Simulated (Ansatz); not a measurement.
Stepwise reaction of `Cl[SiH2]O[SiH2]Cl` with hydrogen fluoride, as a gas-phase model of exchange steps in deposition or etching. ΔE in kJ/mol; ΔG adds harmonic PBE0-D4 terms to CCSD(T)/CBS, at 1 bar.

Computed with Ansatz on PBE0-D4/def2-TZVP structures; ΔE is electronic, products minus reactants. CBS: MP2 limit from def2 TZ/QZ plus the TZ coupled-cluster correction, frozen cores. This one scheme is used for every species. Functionals use def2-TZVPP. B3LYP here is the variant with VWN-RPA as its local correlation; programs differ in this. One conformer a species, not always the lowest.

| step | reaction | PBE-D4 | B3LYP-D4 | ωB97M-V | CCSD(T)/CBS | ΔG(600 K) |
| --- | --- | --- | --- | --- | --- | --- |
| 1 | `Cl[SiH2]O[SiH2]Cl` + H–F → `F[SiH2]O[SiH2]Cl` + HCl | -36.7 | -46.5 | -45.1 | -43.0 | -52.0 |
| 2 | `F[SiH2]O[SiH2]Cl` + H–F → `F[SiH2]O[SiH2]F` + HCl | -36.6 | -46.7 | -45.2 | -43.2 | -46.9 |

(1) By hand: ΔE of the 2 steps together at CCSD(T)/CBS.

## Answers

(1) (-43.0) + (-43.2) = -86.2 kJ/mol, or -43.1 kJ/mol a step.

In ΔE the steps differ by no more than 0.2 kJ/mol. All are downhill at CCSD(T)/CBS. ΔG lies between -52.0 and -46.9 kJ/mol a step. PBE-D4 differs from CCSD(T)/CBS by 6.3 to 6.6 kJ/mol a step. Isolated molecules leave out the surface, adducts and barriers. Largest T1 diagnostic: 0.012.
